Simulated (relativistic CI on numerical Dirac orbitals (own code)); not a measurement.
Computed by Dirac-Coulomb-Breit CI, separate exchange-only KLI orbitals for each configuration, model QED (radiative potential, 1s self-energy scaled to tabulated hydrogen-like ionisation energies), unscaled Slater integrals (own radial code, finite nucleus).

The strongest absorption lines from the ground level of an ion, among the configurations computed and to levels below about 3180 eV (vacuum wavelength in Å, gf): 5.0120 (0.47), 5.5775 (1.2), 5.7696 (0.056), 6.1197 (6.3), 6.3178 (1.7), 6.5886 (0.37), 7.5956 (0.28), 7.7405 (0.15).

Which ion is it?
A. Hf⁴⁴⁺
B. Hf⁴²⁺
C. Gd³⁶⁺
D. Er⁴⁰⁺

A. Hf⁴⁴⁺ has 28 electrons and the ground level 3s²3p⁶3d¹⁰ ¹S0; the strongest line goes to 3s²3p⁶3d⁹4f ¹P°1. The pattern of lines fixes the number of electrons, and along that sequence the line energies rise steadily with the charge (about as its square where n changes within one kind of shell, about linearly where n is kept but much faster in heavy ions where fine structure, which grows about as Z⁴, sets the gap, and irregularly where shells cross), which fixes Z. Configurations outside the model, such as inner-shell arrays, can give stronger lines. At this charge energies of transitions that change n are usually good to better than 1 %, and those within a shell (Δn = 0) to a few per cent.

LS names give the leading component of a level, which can be under half, so a name can repeat, a term be missing and a line seem to break the LS rules.
